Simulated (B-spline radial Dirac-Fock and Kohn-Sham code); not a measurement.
Z = 22 (titanium), transition energy 770 keV. Model: a Dirac-Hartree-Slater potential of the neutral atom with a Latter tail (no hole, which puts coefficients of high multipoles low close above an edge), finite nucleus with surface currents. Program: a radial finite-basis atomic code. Subshells that would emit electrons below 1 keV are left out.

Q: A pure transition shows α(K) = 0.00120, L1/L2 = 33.1 and L1/L3 = 55.8. What is its multipolarity?
A. E2
B. M1
C. E1
D. M2
E. E4
F. E3
G. M4
H. M3

A: E. For comparison, α(K), L1/L2, L1/L3 are E1 8.23e-05, 275, 118; E2 0.000218, 124, 104; E3 0.000520, 59.5, 78.0; M1 0.000141, 188, 238; M2 0.000353, 107, 242; M3 0.000832, 69.0, 143; M4 0.00192, 48.1, 77.3.

Values without a named source are computed, but for edge energies of neutral atoms, which are taken from tables.
